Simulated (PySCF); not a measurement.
**A small calculation by hand: chemical shift, span and skew from a shielding tensor**

BeHF, SMILES [BeH][F]. Atoms are numbered in the order given.

```xyz
3

Be     0.0000     0.0000     0.7861
H      0.0000     0.0000     2.1149
F      0.0000     0.0000    -0.5844
```
Charge 0, spin multiplicity 1.

The structure is a stationary point at PBE0-D3(BJ)/def2-TZVPD.

GIAO shieldings from PBE0/pcSseg-2 (PySCF), non-relativistic, no solvent. The symmetric part of the tensor of F3 has the principal values 238.3, 238.3, 482.1 ppm. The same nucleus in CFCl3 has σ = 165.8 ppm at this level (PySCF, at its B3LYP-D3(BJ)/def2-TZVP geometry).

### Question
Work out the isotropic shielding, the ¹⁹F shift against CFCl3, the span and the skew.

### Answer

σ(iso) = (σ11 + σ22 + σ33)/3 = 319.6 ppm. δ = σ(ref) − σ(iso) = 165.8 − (319.6) = -153.8 ppm.
Span Ω = σ33 − σ11 = 243.8 ppm. Skew κ = 3(σ(iso) − σ22)/Ω = 1.00, an axial tensor. Tumbling in solution averages the tensor to δ; in a static solid the shielding alone would spread this spin-1/2 line over Ω.
